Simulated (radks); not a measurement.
Q: These are the eigenvalues of the occupied orbitals of an atom or ion with whole-number occupations (hartree). Calculated with a radial shooting solver on a logarithmic mesh with Libxc functionals: non-relativistic Kohn-Sham, PBE, spin-polarised, spherical densities, point nucleus.

1s down: -824.1634
1s up: -824.1631
2s up: -118.9508
2s down: -118.9133
2p up: -110.4183
2p down: -110.3909
3s up: -22.80617
3s down: -22.78865
3p up: -19.43141
3p down: -19.41080
3d up: -13.21875
3d down: -13.18600
4s up: -4.81953
4s down: -4.65606
4p up: -3.77543
4p down: -3.60785
4d up: -2.09204

Which element is it, and in what charge state? The configuration may be excited. Open shells, if any, are filled with parallel spins first.

A: Z = 45, rhodium, charge +4: Rh4+ in [Kr] 4d5. The list shows which subshells hold electrons but not how many an open one holds; the 1s level, -824.16 hartree, gives Z - s = 40.6 by -(Z - s)^2/2, which with screening narrows Z to a few neighbours, and the depths of the outer levels then fix element, charge and occupations together.
